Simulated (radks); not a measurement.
Results of a calculation; reference values are marked as such.
Problem. Cr2+, 22 electrons, occupied as [Ar] 3d3 4p1 (not the ground configuration). Code: a radial shooting solver on a logarithmic mesh with Libxc functionals. Model: scalar-relativistic Kohn-Sham, exchange-only B88, spin-polarised, spherical densities, finite nucleus; open shells are filled with parallel spins first; Fermi nuclear charge, rms radius 3.6452 fm. Some entries of the table are withheld. Estimate them.

orbital,occ.,eigenvalue (Ry),<r^2> (bohr^2),<r> (bohr)
1s up,1,-434.4532,0.005432,0.06355
1s down,1,-434.4513,0.005432,0.06355
2s up,1,-51.22226,0.1017,0.2934
2s down,1,-51.11613,0.1014,0.2930
2p up,3,-43.39381,0.08333,0.2601
2p down,3,-43.31108,0.08298,0.2597
3s up,1,-7.58178,(1),0.8885
3s down,1,-7.29530,(2),0.8901
3p up,3,-5.45911,(3),0.9400
3p down,3,-5.17551,(4),0.9422
3d up,3,-2.20065,1.615,(5)
3d down,0,-1.91843,1.643,(6)
4s up,0,-1.60590,7.353,2.552
4p up,1,-1.18574,9.987,2.969
4d up,0,-0.64438,20.38,4.220

Solution. 
(1) 3s up <r^2> (bohr^2): 0.9095
(2) 3s down <r^2> (bohr^2): 0.9127
(3) 3p up <r^2> (bohr^2): 1.038
(4) 3p down <r^2> (bohr^2): 1.043
(5) 3d up <r> (bohr): 1.131
(6) 3d down <r> (bohr): 1.140
